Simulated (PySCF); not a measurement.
Computed shifts of a molecule C₂H₃F₃Si, PBE/pcSseg-1 in PySCF, GIAO, gas phase, atoms alike by connectivity averaged where their shifts nearly agree, in ppm (number of nuclei): ¹³C: 154.1 (1), 130.4 (1). ²⁹Si: -60.0 (1). ¹⁹F: -170.5 (3). ¹H: 6.88 (2), 6.24 (1). References: ¹³C against TMS (σ = 182.0 ppm); ²⁹Si against TMS (σ = 335.4 ppm); ¹⁹F against CFCl3 (σ = 133.6 ppm); ¹H against TMS (σ = 31.49 ppm), references at their B3LYP-D3(BJ)/def2-TZVP geometries, non-relativistic. Geometry optimised at TPSSh-D3(BJ)/def2-SVP. The values are those of a single conformer.

Identify the compound among the candidates.
A) C=C(F)[SiH](F)F
B) C=C[Si](F)(F)F
C) F/C=C(/F)[SiH2]F
D) F[SiH2]C=C(F)F

B, C=C[Si](F)(F)F
